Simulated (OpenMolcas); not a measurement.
A calculation on F2+.

```
Program             : OpenMolcas
Method              : SS-CASPT2, IPEA 0.25 Eh, imaginary shift 0.1 Eh (closed shells correlated: 1s)
Basis               : ANO-RCC-VTZP [4s3p2d1f]
Scalar Hamiltonian  : DKH2, point nucleus
Active space        : 5 electrons in 8 orbitals (2s 2p 3s 3p)
State averaging     : 2S+1 = 4 odd, 1 root; 2S+1 = 2 odd, 8 roots; 2S+1 = 4 even, 3 roots; 2S+1 = 2 even, 9 roots
Spin-orbit coupling : state interaction with AMFI integrals over the reference wave functions, term energies averaged over their components
```

Problem. Which level of the active space comes out lowest?

Solution. 2s² 2p³ ⁴S°_3/2, with 100 % of that term; it is also the measured ground level.

Problem. How high does 2s 2p⁴ ²D_3/2 lie?

Solution. 212730 cm⁻¹ above the lowest level; measured 210256 cm⁻¹ above the ground level, so the calculation is off by +1 %.

Problem. How high does 2s 2p⁴ ⁴P_1/2 lie?

Solution. 153200 cm⁻¹ above the lowest level; measured 152410 cm⁻¹ above the ground level, so the calculation is off by +1 %.

Problem. How high does 2s² 2p³ ²P°_3/2 lie?

Solution. 52400 cm⁻¹ above the lowest level.

Measured values: Moore, Atomic Energy Levels, vol. I, NSRDS-NBS 35 (1971 reprint of NBS Circular 467, 1949).

Term energies are means over components that CASPT2 splits; among the terms shown or strongly mixed into the levels shown the widest spread is 170 cm-1 (2s 2p⁴ ²D). Active for correlation alone: 3p 3s; no level in the range computed is led by a configuration that fills them, so any true level of that kind is missing. Measured partners are found by configuration, term and J. A level has none where our copy of the source lacks it or the pairing is in doubt (some pairs that miss far off the trend of their configuration count as doubtful), and it then counts in no deviation. Levels of configurations outside the active space are missing.

° marks odd parity.
